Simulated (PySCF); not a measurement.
C3H6OSe, SMILES CC[Se]C=O. Atoms are numbered in the order given.

```xyz
11

C     -2.3163     0.2467     0.8769
C     -1.1407    -0.7090     0.8799
Se     0.1394    -0.3976    -0.5642
C      1.2443     0.8417     0.4003
O      2.1935     1.4005    -0.0547
H     -3.0136     0.0013     1.6945
H     -1.9874     1.2880     1.0125
H     -2.8722     0.1957    -0.0711
H     -1.4618    -1.7542     0.7616
H     -0.5708    -0.6590     1.8217
H      0.8925     0.9662     1.4581
```

Coordinates come from a PBE0-D3(BJ)/def2-SVP optimisation. The structure was generated by enumeration, and PubChem lists no compound with its InChIKey, so it may never have been made. The values are those of a single conformer.

All values below come from PySCF with PBE/pcSseg-1.

GIAO shieldings, no solvent; atoms listed in one row are averaged. δ = σ(ref) − σ: ¹³C against TMS (σ = 182.0 ppm); ⁷⁷Se against Me2Se (σ = 1634.8 ppm); ¹⁷O against H2O (σ = 334.3 ppm); ¹H against TMS (σ = 31.49 ppm), references at their B3LYP-D3(BJ)/def2-TZVP geometries, non-relativistic.

```
nucleus       atoms  count  δ (ppm)
-------  ----------  -----  -------
¹³C              C4      1    203.7
¹³C              C2      1     31.5
¹³C              C1      1     23.5
⁷⁷Se            Se3      1    551.9
¹⁷O              O5      1    663.7
¹H              H11      1    10.97
¹H               H9      1     3.13
¹H              H10      1     3.00
¹H       H6, H7, H8      3     1.67
```
